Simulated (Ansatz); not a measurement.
C₃H₁₁NO₃Ti, SMILES `CC(C)[NH][Ti]([OH])([OH])[OH]`. The species carries charge 0 and has multiplicity 1. Correlated methods include outer-core shells of Ti, which these sets cover unevenly. Scalar relativity is left out up to krypton.

```xyz
19

C     0.647    1.154    1.117
C     0.697    1.028   -0.395
C    -0.087    2.148   -1.067
N     0.198   -0.269   -0.813
Ti   -0.410   -1.803    0.085
O    -0.465   -3.088   -1.182
O    -2.069   -1.520    0.758
O     0.689   -2.221    1.462
H     1.035    2.124    1.433
H    -0.385    1.072    1.474
H     1.238    0.372    1.595
H     1.750    1.122   -0.702
H     0.317    3.126   -0.793
H    -1.137    2.109   -0.764
H    -0.046    2.059   -2.156
H     0.194   -0.359   -1.824
H     0.032   -3.901   -1.276
H    -2.654   -0.769    0.672
H     0.456   -2.383    2.376
```

Problem. Give the diagnostics of a CCSD(T)/def2-TZVPP run (frozen core, Ansatz). (Best estimate.)

Solution. The calculation gave: T1 = 0.0211, largest single amplitude 0.038, largest double 0.020, (T) share of the correlation energy 4.5 %, 14 CCSD cycles. The RHF solution is stable towards an unrestricted one. T1 lies over the customary mark of 0.02 for closed shells; compounds of d metals often pass it without a breakdown.
